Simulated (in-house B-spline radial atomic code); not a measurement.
A fraction x of an electron is removed from 4d in Pm, starting from [Xe] 4f5 6s2 and keeping the highest spin. Level of theory: scalar-relativistic (X2C) wB97X, spin-polarised, spherical fractional occupations, Fermi nucleus of rms radius 4.962 fm; calculated with a B-spline radial code for spherical atoms.

Caution: exact exchange at fractional occupations of open shells leaves self-interaction of up to several eV.

| x | E(x) - E(0) (eV) | 4d down level (eV) |
| --- | --- | --- |
| 0 | 0.0000 | -126.440 |
| 0.11 | 13.9778 | -127.714 |
| 0.24 | 30.6834 | -129.311 |
| 0.27 | 34.5685 | -129.692 |
| 0.45 | 58.1244 | -132.064 |
| 0.5 | 64.7446 | -132.747 |
| 0.6 | 78.0888 | -134.143 |
| 0.66 | ? | ? |
| 0.86 | ? | ? |
| 0.88 | 116.2156 | -138.235 |
| 1 | 132.9130 | -140.063 |

Question: What belongs in the row x = 0.66?

Answer: An energy change of 86.1629 eV; 4d down at -134.997 eV.

Question: What belongs in the row x = 0.86?

Answer: An energy change of 113.4539 eV; 4d down at -137.934 eV.

Question: Check Janak's theorem between x = 0.11 and 0.24.

Answer: The slope of the energy is 128.50 eV; the orbital levels give 128.51 eV (-ε of the emptying orbital, averaged over the two points).
